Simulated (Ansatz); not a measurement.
Species: C₂H₈AlN, charge 0, multiplicity 1. 
Coordinates optimised at B3LYP-D3(BJ)/def2-TZVP (Ansatz, an electronic-structure program):
```
Al
N 1 1.7776
H 2 1.0083 1 125.04
H 2 1.0083 3 109.91 1 180.00
C 1 1.9574 2 118.40 3 0.05
H 5 1.0924 1 112.70 2 -0.61
H 5 1.0943 6 107.53 1 122.96
H 5 1.0944 6 107.50 7 114.15
C 1 1.9574 2 118.40 3 -179.95
H 9 1.0924 1 112.70 2 -0.61
H 9 1.0943 10 107.53 1 122.96
H 9 1.0944 10 107.50 11 114.15
```

Total electronic energies in hartree. Correlated levels leave the core frozen unless marked. No spin-orbit coupling. Non-relativistic. CBS marks a two-point X^-3 extrapolation of the correlation energy; Hartree-Fock from the larger set. [CCSD(T)-MP2]/basis is that difference in the basis named.

```tsv
level	program	energy (Eh)
PBE-D4/def2-TZVPD	Ansatz + dftd4	-378.00686
r2SCAN-D4/def2-TZVPD	Ansatz + dftd4	-378.21836
B97M-V/def2-TZVPD	Ansatz	___
PBE0/6-31G*	Ansatz	___
PBE0/def2-TZVP	Ansatz	-378.04282
MP2/cc-pV(T+d)Z	Ansatz	-377.54004
MP2/aug-cc-pV(Q+d)Z	Ansatz	-377.60179
MP2/CBS(aug-cc-pV(T+d)Z,aug-cc-pV(Q+d)Z)	Ansatz	-377.6287
SCS-MP2/cc-pVTZ	Ansatz	-377.54446
SCS-MP2/aug-cc-pV(Q+d)Z	Ansatz	-377.61403
CCSD/cc-pV(T+d)Z	Ansatz	-377.58265
CCSD(T)/6-31G	Ansatz	-377.11189
RI-MP2/CBS(aug-cc-pV(T+d)Z,aug-cc-pV(Q+d)Z)+[CCSD(T)-MP2]/aug-cc-pV(D+d)Z	Ansatz	-377.6981
RI-MP2/CBS(cc-pV(T+d)Z,cc-pV(Q+d)Z)+[CCSD(T)-MP2]/cc-pV(D+d)Z	Ansatz	-377.6942
CCSD(T)/CBS(aug-cc-pV(T+d)Z,aug-cc-pV(Q+d)Z)	Ansatz	-377.6866
```

Question: What belongs in the gaps?

Answer: 
- B97M-V/def2-TZVPD, energy (Eh): -378.26104
- PBE0/6-31G*, energy (Eh): -377.95385
